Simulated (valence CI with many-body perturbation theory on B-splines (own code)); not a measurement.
# Ru XXXI: key properties

Calculated by configuration interaction combined with many-body perturbation theory (CI+MBPT): four valence electrons over a frozen Dirac-Fock core [Ne], a basis of 11 s, 11 p, 9 d, 7 f, 5 g, 2 h, 1 i functions for each j, with the one-electron correlation potential Σ1, the two-electron term Σ2, the three-electron term Σ3, Breit, model QED; selected CI, second order for the rest (own B-spline code, finite nucleus).

No measured spectrum was set against this ion. As an estimate, large intervals hold to a few tenths of a per cent, small ones and those within an open d or f shell to about a per cent.

Levels are named by their leading jj configuration (3d3/2^4 stands for four electrons in 3d with j = 3/2), which in mixed levels can hold well under half, so a name can repeat and another be missing.

Rates and lifetimes use the calculated energies. Strong lines usually hold to 10 to 20 %, long lifetimes can be off by a factor of two.

Problem. What is the ground level?

Solution. (3s^2 3p1/2^2) J=0, composition 77 % 3s²3p² ³P + 21 % 3s²3p² ¹S.

Problem. Where does the other parity begin?

Solution. At (3s 3p1/2^2 3p3/2) J=2, 791270 cm⁻¹.

Problem. Among levels below 2315300 cm⁻¹, which E1 lines absorb most strongly from the ground level?

Solution. to (3s^2 3p1/2 3d3/2) J=1 at 7.688 nm, f = 0.325; to (3s 3p1/2 3p3/2^2) J=1 at 7.984 nm, f = 0.312; to (3s 3p1/2^2 3p3/2) J=1 at 10.89 nm, f = 0.126.

Problem. How well does LS coupling describe the low levels?

Solution. Among the lowest 20 levels the leading LS term, summed over configurations, holds 64 % on average. For single configurations the figures are 59 % in LS and 76 % in jj coupling. Terms mix most in the J = 1 level at 1462800 cm⁻¹, where the leading one holds 29 %.

Problem. Name the longest-lived excited levels whose lifetime is computed, and their main decay.

Solution. (3s^2 3p1/2 3p3/2) J=2 at 245690 cm⁻¹ lives 1.73 ms, mostly by M1 to (3s^2 3p1/2 3p3/2) J=1; (3s^2 3p3/2 3d5/2) J=4 at 1424700 cm⁻¹ lives 8.78 μs, mostly by M1 to (3s^2 3p1/2 3d5/2) J=3; (3s^2 3p1/2 3p3/2) J=1 at 207530 cm⁻¹ lives 7.96 μs, mostly by M1 to (3s^2 3p1/2^2) J=0.

Problem. What is the ionisation energy?

Solution. 1741.4 eV; NIST lists 1743 ± 4 eV (semi-empirical).

Problem. What are the static dipole polarisabilities of the lowest levels?

Solution. (3s^2 3p1/2^2) J=0 0.0306; (3s^2 3p1/2 3p3/2) J=1 0.0329 (tensor 0.0015); (3s^2 3p1/2 3p3/2) J=2 0.0327 (tensor 0.0019) bohr³, of which the core gives 0.000479.
